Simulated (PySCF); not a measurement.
**PBE0 on Al⁻ (aluminium, charge -1)**

Configuration: [Ne] 3s2 3p2, high-spin 3P determinant. Calculation: PySCF 2.14, in aug-cc-pV(5+d)Z (8s7p6d4f3g2h, 136 functions); the non-relativistic Hamiltonian (point nucleus).

| Quantity | Value |
| --- | --- |
| Total energy | -242.2754 hartree |
| One-electron energy | -339.2124 hartree |
| Hartree (Coulomb) energy | 115.5052 hartree |
| Exchange-correlation energy | -18.5682 hartree |
| Kinetic energy | 241.92384 hartree |
| ⟨S²⟩ | 2.0056 |
| ⟨L²⟩ | 2.019 |
| Sum of ⟨r⟩ | 19.66 bohr |
| Sum of ⟨r²⟩ | 77.11 bohr² |
| Traceless quadrupole moment −½Σ⟨3z² − r²⟩ along its main axis | 11.5 e·bohr² |
| Density at the nucleus (Gaussians lack the cusp) | 1400 bohr⁻³ |
| Spin density at the nucleus | -0.174 bohr⁻³ |
| Langevin diamagnetic susceptibility | -61.1 ×10⁻⁶ cm³/mol |

```csv
shell,electrons,mean orbital energy (eV),spread (eV),"rms radius, mean of both spins (bohr)"
1s α,1,-1523.4,0,0.140
1s β,1,-1523.3,0,0.140
2s α,1,-109.07,0,0.685
2s β,1,-108.99,0,0.685
2p α,3,-69.051,0.037,0.679
2p β,3,-68.929,0.172,0.679
3s α,1,-4.128,0,2.91
3s β,1,-2.945,0,2.91
3p α,2,0.772,0,5.31
```

At PBE0 the highest occupied level has a positive energy, so only the finite basis holds that electron; in a semilocal or global hybrid functional this comes from self-interaction and does not mean that the real anion is unbound.
